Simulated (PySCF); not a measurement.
CH7F2NSi2, SMILES [SiH2](N([SiH2]F)C)F.

Geometry: r2SCAN-D4/def2-SVP. This is a generated structure with no PubChem entry under its InChIKey; it may be hypothetical. The values are those of a single conformer.

Vertical ionisation energy (IE) and electron affinity (EA) in eV. Rows of orbital energies are one-electron estimates. Where ΔSCF, EOM or ADC give a negative EA the extra electron is unbound and the value depends on the basis.

```tsv
level	IE	EA
−ε(HOMO), −ε(LUMO), B3LYP/def2-TZVP (PySCF)	7.74	-0.13
−ε(HOMO), −ε(LUMO), PBE/def2-TZVP (PySCF)	6.63	0.51
```
